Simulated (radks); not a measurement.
Numerical settings for the caesium ion Cs2+, [Kr] 4d10 5s2 5p5. All-electron calculation, scalar-relativistic Kohn-Sham, PBE, spin-unpolarised, spherical densities, finite nucleus; Fermi nuclear charge, rms radius 4.8041 fm. Program: a radial shooting solver on a logarithmic mesh with Libxc functionals. The defaults (mesh step 0.008 in ln r, mesh end at 40 bohr or more with all orbitals vanishing there, Anderson mixing 0.5 over 9 steps, residual threshold near 1e-9 with the energy settled to 1e-9 hartree or 1e-11 of itself, here a cap of 75 iterations) give E = -7785.6232 hartree and 5p at -28.771 eV in 15 iterations. Run on one thread of a shared host, so times are rough (Arm Neoverse V2): 0.1 s of CPU time, 0.1 s wall, 15 iterations on 2254 mesh points. One setting is changed at a time: mesh step in ln r 0.05; mesh step in ln r 0.03; mesh step in ln r 0.005; mesh end (bohr) 5; mesh end (bohr) 8; residual threshold 0.001; residual threshold 0.1; mixing 2.5; linear mixing, mixing 1; linear mixing, mixing 0.2; mixing history 20; iteration cap 2. Which runs fail to converge, and which converge to a wrong energy?

Answer. Not converged within the cap: linear mixing, mixing 1; linear mixing, mixing 0.2; iteration cap 2. Settings that end as converged yet miss the energy by more than 1 mhartree: mesh end (bohr) 5 (+0.0143 hartree).
